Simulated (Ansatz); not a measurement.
Start from `[OH][Sc]([F])[F]` and change one atom or group to get `C[O][Sc]([F])[F]`.

Ansatz, PBE0-D4/def2-TZVP geometries, multiplicity 1. Each molecule was computed in one conformer, which needn't be the lowest.

Scalar relativity is left out up to krypton.

```json
{"property": "LUMO energy (B3LYP/def2-TZVPP) / eV", "`[OH][Sc]([F])[F]`": "-2.59"}
{"property": "HOMO–LUMO gap (PBE0/def2-TZVPP) / eV", "`[OH][Sc]([F])[F]`": "7.15"}
{"property": "ideal-gas entropy at 298 K and 1 bar (rigid rotor, harmonic PBE0-D4/def2-TZVP) / J/(mol·K)", "`[OH][Sc]([F])[F]`": "322"}
{"property": "HOMO energy (B3LYP/def2-TZVPP) / eV", "`[OH][Sc]([F])[F]`": "-9.07"}
{"property": "HOMO energy (ωB97M-V/def2-TZVPP) / eV", "`[OH][Sc]([F])[F]`": "-11.82"}
{"property": "HOMO–LUMO gap (PBE/def2-TZVPP) / eV", "`[OH][Sc]([F])[F]`": "4.52"}
```

Give the same properties after the change, and the shifts. (An estimate is asked.)

The calculation gave: 
```
                                                                                  property  `C[O][Sc]([F])[F]`  shift
                                                       LUMO energy (B3LYP/def2-TZVPP) / eV               -2.50   0.09
                                                      HOMO–LUMO gap (PBE0/def2-TZVPP) / eV                6.24  -0.91
ideal-gas entropy at 298 K and 1 bar (rigid rotor, harmonic PBE0-D4/def2-TZVP) / J/(mol·K)                 379     57
                                                       HOMO energy (B3LYP/def2-TZVPP) / eV               -8.12   0.95
                                                     HOMO energy (ωB97M-V/def2-TZVPP) / eV              -10.74   1.08
                                                       HOMO–LUMO gap (PBE/def2-TZVPP) / eV                3.79  -0.73
```

With PBE0 the HOMO rises by 0.99 eV and the LUMO rises by 0.06 eV, so the gap narrows by about 0.93 eV. PBE moves the HOMO by 0.82 eV and ωB97M-V by 1.08 eV. The zero-point energy changes by 75.8 kJ/mol with +9 modes. Modes under 60 cm⁻¹, often nearly free rotors, make the harmonic entropy too high.

B3LYP here is the variant with VWN-RPA as its local correlation; programs differ in this.
